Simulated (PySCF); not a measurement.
CHO₂, SMILES O=C[O-], charge -1.

Coordinates come from a r2SCAN-D4/def2-TZVPD optimisation.

Computed with r2SCAN-D4/def2-TZVPD (PySCF 2.14.0).

No scaling factor is applied to the harmonic values.

| mode | ν (cm⁻¹) | IR (km/mol) | moving atoms (share of kinetic energy) |
|---|---|---|---|
| 1 | 742 | 19.0 | O 70 %, C 28 % |
| 2 | 1027 | 0.6 | H 50 %, C 42 % |
| 3 | 1331 | 140.0 | O 58 %, C 41 % |
| 4 | 1360 | 6.3 | H 92 %, O 8 % |
| 5 | 1655 | 824.4 | C 70 %, O 29 % |
| 6 | 2516 | 678.0 | H 95 % |
